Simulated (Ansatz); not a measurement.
`OC(F)(Cl)Cl` + HI → `FC(Cl)(Cl)I` + H₂O at 600 K and 1 bar (substitution at a C–O bond).

Computed with Ansatz on PBE0-D4/def2-TZVP structures; ΔE is electronic, products minus reactants. CCSD(T)/CBS adds triple-zeta CCSD(T) − MP2 to the extrapolated MP2 energy (def2 sets, frozen cores). This one scheme is used for every species. Elements past krypton have def2 core potentials. For I outer-core shells are correlated without core-valence functions, which leaves a few kJ/mol of doubt a bond. Each species was taken in one conformer, which may not be the lowest.

```tsv
species	CCSD(T)/CBS energy (Eh)	H − E (kJ/mol)	S (J/(mol·K))
`OC(F)(Cl)Cl`	-1133.16081	111.8	379.5
HI	-298.03592	31.6	227.0
`FC(Cl)(Cl)I`	-1354.80872	71.9	402.7
H₂O	-76.37941	76.8	212.8
```

H − E and S are ideal-gas, rigid-rotor, harmonic terms from PBE0-D4/def2-TZVP, for one conformer and one mirror image of each species. 1 Eh = 2625.50 kJ/mol, R = 8.31446 J/(mol·K).

Problem. By hand: ΔE, ΔH, ΔS and ΔG.

Solution. ΔE = (-1354.80872) + (-76.37941) − (-1133.16081) − (-298.03592) = 0.00860 Eh = 22.6 kJ/mol. Δ(H − E) = 71.9 + 76.8 − 111.8 − 31.6 = 5.3, so ΔH = 27.9 kJ/mol. ΔS = 402.7 + 212.8 − 379.5 − 227.0 = 9.0 J/(mol·K). ΔG = 27.9 − 600 × (9.0)/1000 = 22.5 kJ/mol.

Problem. By hand: the equilibrium constant, and the temperature at which ΔG would vanish if ΔH and ΔS stayed fixed.

Solution. log₁₀ K = −ΔG/(RT ln 10) = -2.0. ΔG = 0 at ΔH/ΔS = 3100 K, far beyond where these terms or the molecules hold.

The number of gas molecules stays the same, so ΔS is small and ΔH decides. A doubt of 5 kJ/mol in ΔE shifts log₁₀ K by 0.4 here. Other conformers and mirror images would add mixing entropy, several J/(mol·K) or more a flexible species. These are equilibria of isolated gas molecules and say nothing of rates. Largest T1 diagnostic: 0.011 (customary marks: 0.02 for closed shells, 0.045 for open ones).
